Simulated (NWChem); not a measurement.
System: AlH₂O₂, doublet; SMILES [OH][Al][OH]

```xyz
5

Al     0.0000     0.0000    -0.5171
O     -1.5390     0.0000     0.2662
H     -1.6545     0.0000     1.2319
O      1.5390     0.0000     0.2662
H      1.6545     0.0000     1.2319
```
Atoms are numbered in this order, from 1.

Results from NWChem. Spin-unrestricted. In the optimisation the excess spin sits in a1 (C2v, its own frame). Geometry: optimised at PBE-D3(BJ)/def2-SVP, spin-unrestricted. The spin multiplicity was typed, not searched, and may not be the lowest. No stability test was run on the SCF state. Vertical excitations in the gas phase; the lowest state need not have the same character in each row. Excited states of an open shell can be spin-contaminated.

| level | lowest excitation (eV) | lowest empty minus highest occupied level, either spin (eV) |
|---|---|---|
| B3LYP/def2-SVP, TDA | 4.15 | 3.03 |
| CAM-B3LYP/def2-SVP, TDA | 4.21 | 5.60 |
| UHF/def2-SVP, CIS | (withheld) | (withheld) |

Q: What belongs in the gaps?

A: 
- UHF/def2-SVP, CIS, lowest excitation (eV): 4.36
- UHF/def2-SVP, CIS, lowest empty minus highest occupied level, either spin (eV): 9.74
